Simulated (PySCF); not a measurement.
Isomers of H7NSi2. All species are isolated molecules in the gas phase. One relaxed conformer stands for each flexible species; it need not be the lowest. Strings in code marks are SMILES.

Quantity: electronic energy of isomers of H7NSi2 relative to `[SiH3]N[SiH3]`, in kJ/mol.

Case: `N[SiH2][SiH3]`. Geometry of `N[SiH2][SiH3]` (neutral, multiplicity 1, Å):

```xyz
10

N      1.7296     0.4385     0.0470
Si     0.4963    -0.5535     0.7319
Si    -1.5768     0.1531    -0.0943
H      1.6437     1.4412     0.0913
H      2.6946     0.1607     0.1322
H      0.7757    -1.9567     0.3218
H      0.4245    -0.5560     2.2276
H     -2.6807    -0.5810     0.5832
H     -1.6816    -0.0725    -1.5610
H     -1.7618     1.6093     0.1660
```

Q: What is the computed electronic energy of isomers of H7NSi2 relative to `[SiH3]N[SiH3]` (B3LYP/6-311+G** // PBE0-D4/def2-TZVP (PySCF))?

A: 44.6 kJ/mol.
